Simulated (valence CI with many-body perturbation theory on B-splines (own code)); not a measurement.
## Cl⁺: key properties

Method: configuration interaction combined with many-body perturbation theory (CI+MBPT): six valence electrons over a frozen Dirac-Fock core [Ne], radial functions for each j: 9 s, 9 p, 8 d, 6 f, 3 g, 1 h, with the one-electron correlation potential Σ1, the two-electron term Σ2, the three-electron term Σ3, Breit, model QED; selected CI, second order for the rest, scaled by the run's own slope (own B-spline code, finite nucleus).

Set against measurement, 32 paired levels are off by 179 cm⁻¹ on average, the worst by 395. Among the levels kept, up to 2000 cm⁻¹ of a level comes from second order outside the variational space, and about a tenth of that is noise between levels of different J, which matters for small intervals.

Names give the largest LS component (configuration and term), which can be under half, so a name can repeat, a term be missing and a line seem to break the LS rules; names also repeat where a configuration has a term twice.

Rates and lifetimes use the calculated energies. Strong lines usually hold to 10 to 20 %, long lifetimes can be off by a factor of two.

(1) What is the ground level?

(2) Where does the other parity begin?

(3) What is the ionisation energy?

(4) What are the static dipole polarisabilities of the lowest levels?

(5) How is the term 3P of the ground level split?

Results:

(1) 3s2 3p4 3P_2, composition 93 % 3s2 3p4 3P, g = 1.500.

(2) At 3s 3p5 3P°_2, 93230 cm⁻¹.

(3) 23.755 eV; NIST lists 23.8136 eV (measured).

(4) 3s2 3p4 3P_2 8.42 (tensor -0.14); 3s2 3p4 3P_1 8.43 (tensor 0.074); 3s2 3p4 3P_0 8.34; 3s2 3p4 1D_2 8.56 (tensor 0.20) bohr³, of which the core gives 0.0509.

(5) J = 2 at 0.0, J = 1 at 680, J = 0 at 1012 cm⁻¹.
